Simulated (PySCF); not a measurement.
Compound: SiEt2I2, C4H10I2Si.
Geometry (PBE0-D3(BJ)/def2-SVP, Å), atoms numbered from 1 in this order:
```xyz
17
C4H10I2Si angstrom
Si    -0.3313    0.0120   -0.2274
C     -0.3872   -0.0026    1.6459
C     -1.7712    0.0722    2.2762
H      0.2457    0.8424    1.9723
H      0.1398   -0.9239    1.9532
H     -1.7097    0.0445    3.3746
H     -2.2897    1.0002    1.9912
H     -2.4016   -0.7709    1.9544
C      1.4119   -0.0528   -0.9138
C      1.5400   -0.0528   -2.4312
H      1.8738   -0.9563   -0.4762
H      1.9385    0.8122   -0.4713
H      2.5955   -0.0877   -2.7406
H      1.0317   -0.9225   -2.8749
H      1.0921    0.8520   -2.8699
I     -1.4192    2.0708   -1.0383
I     -1.5878   -1.9374   -1.0641
```

Level of theory: PySCF 2.14.0, density-fitted response routines, TDDFT B3LYP/def2-SVPD, vertical, gas phase, core orbitals frozen in the response, def2 core potentials past Kr. Spin–orbit coupling is left out.

Transition dipole moments from the ground state, in atomic units and in the frame of the coordinates above (overall signs are arbitrary), for the states with f of 0.002 or more among the lowest 9:

```
state  E (eV)      μx      μy      μz
   S1   5.016   0.030   0.714   0.004
   S3   5.175  -0.199   0.010   0.283
   S4   5.444  -0.246   0.010  -0.173
   S5   6.028   0.148  -0.005   0.104
   S7   6.265  -0.188   0.005   0.268
   S8   6.444   0.015   0.401   0.002
   S9   6.564   0.018   0.460  -0.001
```

(1) Work out the oscillator strengths.

(2) What angle do the transition dipoles of S1 and S8 make?

(3) How is the summed strength of these states shared among x, y and z?

(4) What peak molar absorption coefficient would the strongest computed level give as a lone Gaussian band 0.3 eV wide at half height?

Results:

(1) f = (2/3) ΔE |μ|² with ΔE in hartree (27.2114 eV).

```json
{"state": "S1", "|μ|² (au)": "0.511", "|μ| (D)": "1.82", "f": "0.063"}
{"state": "S3", "|μ|² (au)": "0.120", "|μ| (D)": "0.88", "f": "0.015"}
{"state": "S4", "|μ|² (au)": "0.091", "|μ| (D)": "0.77", "f": "0.012"}
{"state": "S5", "|μ|² (au)": "0.033", "|μ| (D)": "0.46", "f": "0.005"}
{"state": "S7", "|μ|² (au)": "0.107", "|μ| (D)": "0.83", "f": "0.016"}
{"state": "S8", "|μ|² (au)": "0.161", "|μ| (D)": "1.02", "f": "0.025"}
{"state": "S9", "|μ|² (au)": "0.212", "|μ| (D)": "1.17", "f": "0.034"}
```

(2) |cos θ| = |μa·μb| / (|μa| |μb|) = 1.00, so θ ≈ 0° (taken between 0 and 90°, since the signs are arbitrary).

(3) (2/3) Σ ΔE μα² gives 0.022 for x, 0.122 for y and 0.027 for z, 0.171 in all.

(4) ε(max) = 2.175×10⁸ f / FWHM, with the width in cm⁻¹. S1: 2.175×10⁸ × 0.0628 / 2420 ≈ 5600 L mol⁻¹ cm⁻¹.

One conformer stands for the species.
